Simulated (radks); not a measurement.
Results of a calculation; reference values are marked as such.
Eu XXIV, configuration [Kr] 4d4 (the NIST ground configuration). Code: a radial shooting solver on a logarithmic mesh with Libxc functionals. Model: Dirac Kohn-Sham, exchange-only PBE, spin-unpolarised, spherical densities, finite nucleus; open shells fill j = l - 1/2 first; Fermi nuclear charge, rms radius 5.1115 fm.

Radial electron density D(r) = 4 pi r^2 rho(r):

| r (bohr) | D(r) (e/bohr) |
|---|---|
| 0.001151 | 4.934 |
| 0.001475 | 7.361 |
| 0.001875 | 10.72 |
| 0.002403 | 15.58 |
| 0.003079 | 22.23 |
| 0.003946 | 30.96 |
| 0.005016 | 41.43 |
| 0.006428 | 53.92 |
| 0.008237 | 66.85 |
| 0.01047 | 77.75 |
| 0.01342 | 84.72 |
| 0.0172 | 85.43 |
| 0.02186 | 80.97 |
| 0.02801 | 76.12 |
| 0.0359 | 78.63 |
| 0.046 | 91.78 |
| 0.05848 | 106.8 |
| 0.07494 | 109.1 |
| 0.09603 | 93.99 |
| 0.1221 | 81.46 |
| 0.1564 | 88.44 |
| 0.2005 | 95.66 |
| 0.2548 | 74.31 |
| 0.3266 | 41.37 |
| 0.4185 | 31.99 |
| 0.5363 | 31.64 |
| 0.6817 | 18.84 |
| 0.8736 | 5.189 |
| 1.119 | 0.5921 |
| 1.423 | 0.02631 |
| 1.824 | 0.0002916 |

D(r) has 4 maxima, at r = 0.0156, 0.0681, 0.193, 0.483 bohr, and minima at 0.0301, 0.127, 0.409 bohr, inside which lie 2.02, 11.18, 29.38 electrons.
